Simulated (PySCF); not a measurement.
Simulation results for H$_{2}$O$_{2}$Si

All values are calculated (PySCF 2.14.0). Calculation on a computer-drawn molecule: vertical ionisation energy to the stated ion spin, frozen-core CCSD(T) at the basis limit and cheaper methods, single-reference cases, UHF for radicals, no spin-orbit; all values are single points at the evaluated structure, the first of each entry, which is the reference or a displaced copy of it and isn't optimised; the reference structure only sets the zero of the energies above reference; triples share is (T) over the correlation energy.

```xyz
5
formula=H2O2Si charge=0 multiplicity=1 ion_multiplicity=2 diffuse_functions=no basis=cc-pV(n+d)Z reference_is=the_Hartree-Fock_double-zeta_minimum best_is=HF_at_quadruple_zeta_+_MP2_correlation_extrapolated_from_triple_and_quadruple_zeta_+_CCSD(T)_minus_MP2_at_triple_zeta basis_step_is=the_size_of_the_change_from_the_same_recipe_one_zeta_lower ionisation_energy_best=10.02 ionisation_energy_basis_step=0.05554 energy_above_reference_best=0 energy_above_reference_basis_step=0 ionisation_energy_Koopmans_at_triple_zeta=9.778 ionisation_energy_EOM_CCSD_at_triple_zeta=9.92 total_energy_HF_triple_zeta=-439.9690 total_energy_CCSD(T)_triple_zeta=-440.5885 total_energy_best=-440.6870 T1_diagnostic_at_triple_zeta=0.01409 D1_diagnostic_at_triple_zeta=0.04206 ion_T1_diagnostic_at_triple_zeta=0.01758 ion_D1_diagnostic_at_triple_zeta=0.05806 ion_spin_squared_at_triple_zeta=0.7534 triples_share_at_triple_zeta=0.03573 basis_functions_triple_zeta=127 dipole_magnitude_HF_at_triple_zeta=2.903 dipole_magnitude_CCSD_unrelaxed_at_triple_zeta=2.74 dipole_magnitude_PBE_at_triple_zeta=2.761 dipole_magnitude_r2SCAN_at_triple_zeta=2.884 dipole_magnitude_B3LYP_at_triple_zeta=2.69 dipole_magnitude_wB97X_at_triple_zeta=2.863
O     -2.6486     0.1177    -0.2030
Si    -2.6477     0.6465    -1.7692
O     -1.1089     0.3444    -2.2921
H     -1.9036    -0.2639     0.2402
H     -0.4250    -0.0461    -1.7660
```

Units: ionisation_energy_best, ionisation_energy_basis_step, ionisation_energy_Koopmans_at_triple_zeta, ionisation_energy_EOM_CCSD_at_triple_zeta in eV; energy_above_reference_best, energy_above_reference_basis_step in kcal/mol; total_energy_HF_triple_zeta, total_energy_CCSD(T)_triple_zeta, total_energy_best in hartree; dipole_magnitude_HF_at_triple_zeta, dipole_magnitude_CCSD_unrelaxed_at_triple_zeta, dipole_magnitude_PBE_at_triple_zeta, dipole_magnitude_r2SCAN_at_triple_zeta, dipole_magnitude_B3LYP_at_triple_zeta, dipole_magnitude_wB97X_at_triple_zeta in debye.

Reference structure:
```xyz
5
H2O2Si
O     -2.6486     0.1177    -0.2030
Si    -2.6477     0.6465    -1.7692
O     -1.1089     0.3444    -2.2921
H     -1.9036    -0.2639     0.2402
H     -0.4250    -0.0461    -1.7660
```

Drawn bonds:
| atom | other atom | order |
| --- | --- | --- |
| 1 | 2 | 1 |
| 2 | 3 | 1 |
| 1 | 4 | 1 |
| 3 | 5 | 1 |

Triple zeta:
| method | ionisation energy (eV) | energy above reference (kcal/mol) |
| --- | --- | --- |
| HF | 8.776 | 0 |
| PBE | 9.693 | 0 |
| r2SCAN | 9.594 | 0 |
| B3LYP | 9.889 | 0 |
| wB97X | 9.893 | 0 |
| MP2 | 9.636 | 0 |
| CCSD | 9.827 | 0 |
| CCSD(T) | 9.844 | 0 |
